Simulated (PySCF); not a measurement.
Compound: C4H5FNOS (doublet state).
Geometry (GFN2-xTB, Å), atoms numbered from 1 in this order:
```
atom  x, y, z in Å
N1     1.8391    1.3347    0.2863
C2     1.9763    0.3076   -0.3546
C3     1.2332   -0.9173   -0.6188
C4    -0.0636   -0.8329    0.1336
S5    -0.2406   -1.4035    1.6513
O6    -1.0002   -0.1277   -0.5575
C7    -2.0859    0.3946    0.1190
F8    -1.7928    1.6509    0.5686
H9     2.5157    2.0825    0.3231
H10    1.0599   -0.9987   -1.6947
H11    1.8230   -1.7693   -0.2766
H12   -2.9122    0.4904   -0.5936
H13   -2.3563   -0.2107    0.9960
```

The hyperfine couplings belong to this conformer and change with its torsions.

The species is `[H]/N=[C]/CC(=S)OCF` [radical].

Method: UKS B3LYP, pcH-1 on C F H N O S, non-relativistic, mean-field spin-orbit, GIAO (PySCF 2.14.0). Geometry: GFN2-xTB, one conformer, isolated molecule. A GFN2-xTB geometry isn't a minimum of the functional, and hyperfine couplings can be far from their values at a DFT geometry. Stability of the SCF solution: not tested.

Computed for the main isotopes (class means, splittings of 0.05 mT or more): g = 2.0021; H9 1H +132.3 MHz (4.72 mT); H10/H11 1H +15.6 MHz (0.56 mT); F8 19F +13.1 MHz (0.47 mT); N1 14N +12.3 MHz (0.44 mT); 36 first-order lines, 7.18 mT wide. Two of these splittings differ by less than 0.03 mT, so with lines wider than that fewer lines would be seen.

Question: What changes when 1H at H9 is replaced by 2H?

Answer: At a fixed geometry a is proportional to g_N: 0.85744/5.58569 = 0.1535, so a goes from +132.3 to +20.3 MHz (0.725 mT). The spin goes from 1/2 to 1, so the 1:1 doublet becomes a 1:1:1 triplet. The spectrum then has 54 first-order lines over 3.91 mT.

Question: What changes when 14N at N1 is replaced by 15N?

Answer: The spin density stays the same (vibrational effects aside), so a scales with the nuclear g factor: -0.56638/0.40376 = -1.4028, so a goes from +12.3 to -17.2 MHz (0.615 mT). The spin goes from 1 to 1/2, so the 1:1:1 triplet becomes a 1:1 doublet. The spectrum then has 24 first-order lines over 6.92 mT.

Question: Give position and intensity of the satellites from 13C at C2.

Answer: a = +199.8 MHz, or 7.13 mT in magnitude, and I = 1/2, so to first order each main line has two satellites, at ±3.56 mT. The isotope's abundance is about 1.07 %, shared among 2 lines, so each has 0.54 % of the main line's intensity. At 340 mT second-order shifts move them to lower field by up to 0.04 mT.

Question: Where do the 13C satellites of C4 appear, and how strong are they?

Answer: a = +66.2 MHz, or 2.36 mT in magnitude, and I = 1/2, so to first order each main line has two satellites, at ±1.18 mT. The isotope's abundance is about 1.07 %, shared among 2 lines, so each has 0.54 % of the main line's intensity.

Means are taken over nuclei equivalent by connectivity, which assumes that they swap fast. The 1H value of +15.6 MHz is a mean of couplings from 11.5 to 19.7 MHz in this one geometry, not an average over conformers.
